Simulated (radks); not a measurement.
Valence configurations of Be II (all share [He]). All-electron calculation, Dirac Kohn-Sham, PBE, spin-unpolarised, spherical densities, finite nucleus; open shells are shared between the two j in proportion to 2j + 1; Fermi nuclear charge, rms radius 2.519 fm. Program: a radial shooting solver on a logarithmic mesh with Libxc functionals. Energies are relative to 2s1; eigenvalues in eV.

valence      E (eV)  e(2p1/2)  e(2p3/2)  e(2s1/2)
2s1           0.000         -         -   -13.700
2s0.5 2p0.5   1.958    -9.818    -9.816   -13.727
2p1           3.909    -9.856    -9.854         -

NIST lists [He] 2s1 as the ground configuration; this level of theory agrees among the configurations tried. The energies are those of spherical spin-averaged densities, not of single terms.
